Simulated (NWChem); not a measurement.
The numbers come from NWChem runs, not from measurements. System: C₃H₃ClF₂, charge 0, spin multiplicity 1, at a geometry optimised with PBE0/def2-SVP. The structure started from a generated list of species. Level: RHF/def2-SVP.

Output (cleaned and shortened):

```
             Northwest Computational Chemistry Package (NWChem) 7.3.0
             --------------------------------------------------------

                                NWChem Input Module
                                -------------------

 Scaling coordinates for geometry "geometry" by  1.889725989
 (inverse scale =  0.529177249)

                             Geometry "geometry" -> ""
                             -------------------------

 Output coordinates in angstroms (scale by  1.889725989 to convert to a.u.)

  No.       Tag          Charge          X              Y              Z
 ---- ---------------- ---------- -------------- -------------- --------------
    1 C                    6.0000    -1.57451300    -0.57449100    -0.71315600
    2 C                    6.0000    -0.52485100     0.07243500    -0.21583400
    3 Cl                  17.0000    -0.64752300     1.60875700     0.56622000
    4 C                    6.0000     0.89137700    -0.43865400    -0.27679500
    5 F                    9.0000     0.93325500    -1.61018100    -0.94079100
    6 F                    9.0000     1.36717500    -0.64388500     0.96750000
    7 H                    1.0000    -1.42377700    -1.53958500    -1.19956700
    8 H                    1.0000    -2.58161000    -0.16028700    -0.64663800
    9 H                    1.0000     1.55733000     0.28186200    -0.78520900

 Effective nuclear repulsion energy (a.u.)     294.4672539731

            Nuclear Dipole moment (a.u.)
            ----------------------------
        X                 Y               Z
 ---------------- ---------------- ----------------
    -0.0000000000     0.0000094486    -0.0000056692


 Summary of "ao basis" -> "" (spherical)
 ------------------------------------------------------------------------------
       Tag                 Description            Shells   Functions and Types
 ---------------- ------------------------------  ------  ---------------------
 *                          def2-svp                  on all atoms

 Summary of "ao basis" -> "ao basis" (spherical)
 ------------------------------------------------------------------------------
       Tag                 Description            Shells   Functions and Types
 ---------------- ------------------------------  ------  ---------------------
 C                          def2-svp                 6       14   3s2p1d
 Cl                         def2-svp                 8       18   4s3p1d
[...]
  ----- ------------  ---------------      ----- ------------  ---------------
    39      0.634083  3 Cl px                36      0.448302  3 Cl px
    33      0.257936  3 Cl px

 Vector   28  Occ=2.000000D+00  E=-3.879462D-01
              MO Center= -9.4D-01,  2.8D-01, -1.7D-01, r^2= 2.6D+00
   Bfn.  Coefficient  Atom+Function         Bfn.  Coefficient  Atom+Function
  ----- ------------  ---------------      ----- ------------  ---------------
    41      0.382555  3 Cl pz                 6     -0.307469  1 C  pz
    20     -0.291746  2 C  pz                38      0.241760  3 Cl pz
     9     -0.237100  1 C  pz                23     -0.215082  2 C  pz
    40     -0.194394  3 Cl py                 5      0.160359  1 C  py
    19      0.152012  2 C  py

 Vector   29  Occ=0.000000D+00  E= 1.228965D-01
              MO Center= -9.0D-01, -2.4D-01, -4.6D-01, r^2= 2.9D+00
   Bfn.  Coefficient  Atom+Function         Bfn.  Coefficient  Atom+Function
  ----- ------------  ---------------      ----- ------------  ---------------
     9      0.614771  1 C  pz                23     -0.560020  2 C  pz
     8     -0.364699  1 C  py                22      0.363639  2 C  py
   100     -0.342862  9 H  s                 20     -0.329561  2 C  pz
     6      0.306626  1 C  pz                41      0.210076  3 Cl pz
    49      0.199377  4 C  s                 19      0.178918  2 C  py

 Vector   30  Occ=0.000000D+00  E= 1.936329D-01
              MO Center= -4.3D-01,  3.9D-01, -5.6D-01, r^2= 6.7D+00
   Bfn.  Coefficient  Atom+Function         Bfn.  Coefficient  Atom+Function
  ----- ------------  ---------------      ----- ------------  ---------------
   100      1.438551  9 H  s                 95      1.329956  8 H  s
    49     -1.066286  4 C  s                  3     -0.807109  1 C  s
    54     -0.550499  4 C  py                 7      0.510759  1 C  px
    40     -0.427323  3 Cl py                32      0.306556  3 Cl s
     8     -0.287962  1 C  py                53     -0.276571  4 C  px

 Vector   31  Occ=0.000000D+00  E= 2.155869D-01
              MO Center= -7.4D-01,  2.0D-02, -9.2D-01, r^2= 8.1D+00
   Bfn.  Coefficient  Atom+Function         Bfn.  Coefficient  Atom+Function
  ----- ------------  ---------------      ----- ------------  ---------------
     3      1.941802  1 C  s                100      1.593250  9 H  s
    95     -1.576360  8 H  s                 49     -1.392692  4 C  s
    90     -0.900629  7 H  s                 54     -0.526088  4 C  py
     7     -0.518489  1 C  px                53     -0.350268  4 C  px
    21      0.313432  2 C  px                55      0.291142  4 C  pz

 center of mass
 --------------
 x =   0.06915546 y =   0.01206688 z =   0.05376228

 moments of inertia (a.u.)
 ------------------
         757.968293578436         260.516512063451         -34.125976328069
         260.516512063451         629.069584021503        -202.500938062982
         -34.125976328069        -202.500938062982         988.550837777773

  Mulliken analysis of the total density
  --------------------------------------

    Atom       Charge   Shell Charges
 -----------   ------   -------------------------------------------------------
    1 C    6     6.00   1.99  0.87  0.25  1.98  0.87  0.04
    2 C    6     6.23   1.99  0.93  0.24  1.99  1.03  0.06
    3 Cl  17    17.13   2.00  1.99  1.21  0.76  5.94  2.10  3.09  0.04
    4 C    6     5.20   1.99  0.90  0.00  1.85  0.32  0.14
    5 F    9     9.34   1.99  1.12  0.81  3.34  2.06  0.01
    6 F    9     9.33   1.99  1.12  0.81  3.34  2.06  0.01
    7 H    1     0.91   0.74  0.14  0.03
    8 H    1     0.91   0.74  0.15  0.03
    9 H    1     0.96   0.77  0.16  0.02

       Multipole analysis of the density wrt the origin
       ------------------------------------------------

     L   x y z        total         open         nuclear
     -   - - -        -----         ----         -------
     0   0 0 0      0.000000      0.000000     56.000000

     1   1 0 0     -0.426738      0.000000     -0.000000
     1   0 1 0      0.157950      0.000000      0.000009
     1   0 0 1     -0.617453      0.000000     -0.000006

     2   2 0 0    -27.958992      0.000000    229.265393
     2   1 1 0      2.517890      0.000000   -118.767323
     2   1 0 1     -0.236740      0.000000     20.929340
     2   0 2 0    -31.782277      0.000000    273.917794
     2   0 1 1      0.080357      0.000000    101.184374
     2   0 0 2    -31.263437      0.000000    100.364707

 Task  times  cpu:        5.1s     wall:        5.1s

 Total times  cpu:        5.1s     wall:        5.1s
```

Problem. Write an NWChem input that would produce this output.

Solution. This is not unique; one that fits is 
```
start mol
memory heap 200 mb stack 800 mb global 1000 mb
geometry units angstroms nocenter noautoz noautosym
  C     -1.574513    -0.574491    -0.713156
  C     -0.524851     0.072435    -0.215834
  Cl    -0.647523     1.608757     0.566220
  C      0.891377    -0.438654    -0.276795
  F      0.933255    -1.610181    -0.940791
  F      1.367175    -0.643885     0.967500
  H     -1.423777    -1.539585    -1.199567
  H     -2.581610    -0.160287    -0.646638
  H      1.557330     0.281862    -0.785209
end
basis spherical
  * library def2-svp
end
scf
  rhf
  nopen 0
  maxiter 100
  thresh 1e-7
  semidirect memsize 60000000 filesize 0
end
task scf energy
```
